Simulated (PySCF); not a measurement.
Computed with PBE-D3(BJ)/def2-TZVP // PBE0-D4/def2-SVP (PySCF). Gas-phase values, no solvent. One relaxed conformer stands for a flexible species; it need not be the lowest. Excitations are Tamm–Dancoff values on a coarser integration grid. The basis has no diffuse functions, so Rydberg states are missing or too high.

Reference species (SMILES): `CC[Si](S)(CC)CC` (neutral, multiplicity 1).

```yaml
HOMO–LUMO gap: 5.49 eV
T1 excitation (TDA): 5.24 eV
S1 oscillator strength: 0.006
S1 excitation (TDA): 5.61 eV
```

Changed species: `[Si](S)(S)(CC)CC` (2 of 4 C2H5 replaced by SH; the reference has 1 of 4 C2H5 replaced by SH).

### Question
Give the shifts of the HOMO–LUMO gap, T1 excitation (TDA), S1 oscillator strength and S1 excitation (TDA).

### Answer
the HOMO–LUMO gap decreases by 0.46 eV, to 5.03 eV; the T1 excitation (TDA) decreases by 0.38 eV, to 4.86 eV; the S1 oscillator strength stays essentially unchanged; the S1 excitation (TDA) decreases by 0.48 eV, to 5.13 eV.
